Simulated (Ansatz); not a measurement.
Relaxation of CH₄BFO (8 atoms, charge 0, multiplicity 1), to a largest force component of 0.015 eV/Å in at most 40 steps.

Theory: RKS PBE-D4/def2-SVP (Ansatz 0.2.0).

```xyz
8
Properties=species:S:1:pos:R:3
O 0.194 1.239 -1.200
B 0.301 0.618 0.079
C 0.810 1.484 1.310
F 0.674 0.685 2.465
H -0.776 1.634 -1.215
H -0.024 -0.522 0.207
H 0.080 2.339 1.459
H 1.775 1.821 1.137
```

Question: Where does it end, and by what steps?

Answer: It converged. After 9 steps the energy has fallen by 1.064 eV; H5 moved furthest, 0.82 Å.

```tsv
step	energy less start (eV)	largest force component (eV/Å)	accepted
0	0.0000	3.974	yes
1	-0.3092	1.722	yes
2	-0.4932	1.298	yes
3	-0.6887	2.219	yes
4	-0.9569	0.940	yes
5	-1.0425	0.289	yes
6	-1.0627	0.103	yes
7	-1.0638	0.129	yes
8	-1.0641	0.040	yes
9	-1.0642	0.003	yes
```

```xyz
8
Properties=species:S:1:pos:R:3
O -0.040 1.555 -0.984
B 0.113 0.784 0.128
C 0.785 1.461 1.387
F 0.910 0.592 2.467
H -0.462 1.072 -1.716
H -0.257 -0.381 0.142
H 0.191 2.356 1.701
H 1.794 1.859 1.116
```

Time of the run: 32 s on 1 thread of Intel(R) Xeon(R) Platinum 8259CL CPU @ 2.50GHz (Skylake/Cascade Lake), on a shared host, peak memory 0.15 GiB.
